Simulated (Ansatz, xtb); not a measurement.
Two structures of AlH5InNSi

Structure a is a singlet given by its coordinates and structure b is a singlet given by its coordinates. Both are isolated molecules in the gas phase, relaxed with r2SCAN-D4/def2-SVP.

a (Å):

| atom | x (Å) | y (Å) | z (Å) |
| --- | --- | --- | --- |
| Al | 0.4760 | -1.3011 | -1.6338 |
| In | -2.6199 | -2.3329 | -0.9186 |
| N | -1.0824 | -0.8034 | -0.9243 |
| Si | -1.5664 | 0.7124 | -0.2361 |
| H | 1.7476 | -0.3556 | -1.7482 |
| H | 0.4959 | -2.8121 | -2.1596 |
| H | -3.0016 | 0.5937 | 0.2196 |
| H | -0.7711 | 1.1138 | 0.9701 |
| H | -1.5220 | 1.8597 | -1.2004 |

Close contacts (Å): Al1–In2 3.34, Al1–N3 1.78, In2–N3 2.17, N3–Si4 1.73, Al1–H5 1.59, Al1–H6 1.60, Si4–H7 1.51, Si4–H8 1.50, Si4–H9 1.50.

b (Å):

```xyz
9

Al    1.1399   -0.2576   -0.9501
In   -2.5824   -0.5977   -0.5104
N    -0.5717    0.4039   -0.3341
Si    0.0142   -0.5653    1.1834
H    -0.6541    1.4189   -0.2161
H     2.2870    0.8399   -1.0453
H    -0.2871    0.2884    2.3854
H    -1.1479   -1.5895    1.2185
H     1.0057   -1.4976   -1.9432
```

Close contacts (Å): Al1–N3 1.94, Al1–Si4 2.43, In2–N3 2.25, In2–Si4 3.10, N3–Si4 1.89, Al1–H6 1.59, Al1–H9 1.59, In2–H8 2.46, N3–H5 1.03, Si4–H7 1.50, Si4–H8 1.55.

Task: Estimate E(b) − E(a) at the level CCSD(T)/def2-SVP + ΔMP2/def2-TZVPP.

Result: Calculated at CCSD(T)/def2-SVP + ΔMP2/def2-TZVPP: E(b) − E(a) = +20.8 kcal/mol, so structure a lies lower.

Level by level:

```json
{"level": "GFN2-xTB", "geometry": "GFN2-xTB", "E(b) − E(a) (kcal/mol)": "+14.2", "departure from the last row (kcal/mol)": "−6.6", "job, with rough time for the two": "optimisation, 1 s"}
{"level": "HF/STO-3G", "geometry": "GFN2-xTB", "E(b) − E(a) (kcal/mol)": "+13.4", "departure from the last row (kcal/mol)": "−7.4", "job, with rough time for the two": "single point, 1.4 s"}
{"level": "r2SCAN-D4/def2-SVP//GFN2-xTB", "geometry": "GFN2-xTB", "E(b) − E(a) (kcal/mol)": "+10.7", "departure from the last row (kcal/mol)": "−10.1", "job, with rough time for the two": "single point, 4.8 s"}
{"level": "r2SCAN-D4/def2-SVP", "geometry": "r2SCAN-D4/def2-SVP", "E(b) − E(a) (kcal/mol)": "+14.9", "departure from the last row (kcal/mol)": "−5.9", "job, with rough time for the two": "optimisation, 1.9 min"}
{"level": "HF/def2-SVP", "geometry": "r2SCAN-D4/def2-SVP", "E(b) − E(a) (kcal/mol)": "+27.0", "departure from the last row (kcal/mol)": "+6.2", "job, with rough time for the two": "part of the CCSD(T) run"}
{"level": "MP2/def2-SVP", "geometry": "r2SCAN-D4/def2-SVP", "E(b) − E(a) (kcal/mol)": "+21.9", "departure from the last row (kcal/mol)": "+1.0", "job, with rough time for the two": "part of the CCSD(T) run"}
{"level": "CCSD(T)/def2-SVP", "geometry": "r2SCAN-D4/def2-SVP", "E(b) − E(a) (kcal/mol)": "+19.5", "departure from the last row (kcal/mol)": "−1.3", "job, with rough time for the two": "single point"}
{"level": "CCSD(T)/def2-SVP + ΔMP2/def2-TZVPP", "geometry": "r2SCAN-D4/def2-SVP", "E(b) − E(a) (kcal/mol)": "+20.8", "departure from the last row (kcal/mol)": "", "job, with rough time for the two": "single point, 29 s"}
```

The levels shown agree on the order. The largest departure from CCSD(T)/def2-SVP + ΔMP2/def2-TZVPP is that of r2SCAN-D4/def2-SVP//GFN2-xTB, 10.1 kcal/mol. The last row adds to CCSD(T) the change of the MP2 difference between the two basis sets, here +1.3 kcal/mol.

With harmonic frequencies from r2SCAN-D4/def2-SVP (ideal gas, rigid rotor, one conformer each, 298.15 K, 1 atm): the zero-point term adds +1.0 kcal/mol; ΔH is +21.5 and ΔG +22.9 kcal/mol.

The correlated steps freeze 15 core orbitals; the filled d shell of In is correlated, in a basis made for valence electrons. Atoms past krypton carry core potentials in the def2 sets, other sets are all-electron and non-relativistic, and no spin–orbit term is included. Mirror images aren't counted in ΔG. Programs: Ansatz 0.2.0, xtb 6.7.1; the last row on 2 threads of AMD EPYC 7R43 64-Core Processor (Zen 3) on a shared host.
